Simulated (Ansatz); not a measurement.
A nudged elastic band was laid between two geometries of CH4AlFTe (8 atoms, charge 0, multiplicity 1).

Computed with Ansatz, RKS PBE-D4/def2-SVP.

```json
{
 "movable images": "7",
 "climbing image": "yes",
 "spring": "5.0 eV/Å²",
 "optimiser": "quadratic models (default)",
 "start path": "IDPP",
 "force threshold": "0.05 eV/Å",
 "iteration limit": "60",
 "end points": "relaxed"
}
```

Image 0:

```xyz
8
Properties=species:S:1:pos:R:3
C -0.851 1.268 0.036
Te 1.241 0.935 -0.550
Al 1.084 -1.532 -0.071
F 2.437 -2.499 -0.320
H -1.315 0.313 0.348
H -0.859 1.985 0.876
H -1.387 1.682 -0.836
H -0.257 -2.210 0.461
```

Image 8:

```xyz
8
Properties=species:S:1:pos:R:3
C -0.684 1.033 0.892
Te 1.438 0.656 0.459
Al 0.885 -1.254 -1.086
F 2.139 -2.080 -1.844
H -0.832 0.924 1.982
H -0.921 2.062 0.566
H -1.317 0.307 0.348
H -0.616 -1.706 -1.373
```

Q: What changes between the two ends?

A: No bond is made or broken. The dihedral H5–C1–Te2–Al3 goes from 0 to 121°. The two ends are copies of one structure, up to a mirror image or an exchange of like atoms.

Q: What energy profile does the band end with?

A: It converged. The highest image is number 4 of 0 to 8, 0.013 eV above the ends, which have the same energy within 2 meV. A vibrational analysis at the climbing image gives one clearly imaginary mode, 59i cm⁻¹: a first-order saddle point.

```json
{"image": "0", "path coordinate (Å)": "0.00", "energy (eV)": "0.000", "dihedral H5–C1–Te2–Al3 (°)": "0"}
{"image": "1", "path coordinate (Å)": "0.41", "energy (eV)": "0.003", "dihedral H5–C1–Te2–Al3 (°)": "16"}
{"image": "2", "path coordinate (Å)": "0.83", "energy (eV)": "0.008", "dihedral H5–C1–Te2–Al3 (°)": "31"}
{"image": "3", "path coordinate (Å)": "1.24", "energy (eV)": "0.012", "dihedral H5–C1–Te2–Al3 (°)": "47"}
{"image": "4", "path coordinate (Å)": "1.65", "energy (eV)": "0.013", "dihedral H5–C1–Te2–Al3 (°)": "62"}
{"image": "5", "path coordinate (Å)": "2.07", "energy (eV)": "0.012", "dihedral H5–C1–Te2–Al3 (°)": "76"}
{"image": "6", "path coordinate (Å)": "2.48", "energy (eV)": "0.007", "dihedral H5–C1–Te2–Al3 (°)": "91"}
{"image": "7", "path coordinate (Å)": "2.90", "energy (eV)": "0.002", "dihedral H5–C1–Te2–Al3 (°)": "106"}
{"image": "8", "path coordinate (Å)": "3.31", "energy (eV)": "0.000", "dihedral H5–C1–Te2–Al3 (°)": "121"}
```

Q: What is the geometry of the highest image?

A: 
```xyz
8
Properties=species:S:1:pos:R:3
C -0.761 1.189 0.600
Te 1.372 0.871 0.160
Al 0.966 -1.450 -0.740
F 2.286 -2.330 -1.300
H -1.109 0.447 1.339
H -0.832 2.207 1.024
H -1.352 1.126 -0.331
H -0.478 -2.117 -0.807
```

The band took 5 iterations and roughly 90 core-seconds.

The run took 49 s on 2 threads of Intel(R) Xeon(R) Platinum 8488C (Sapphire Rapids) (shared host), peak memory 0.16 GiB.
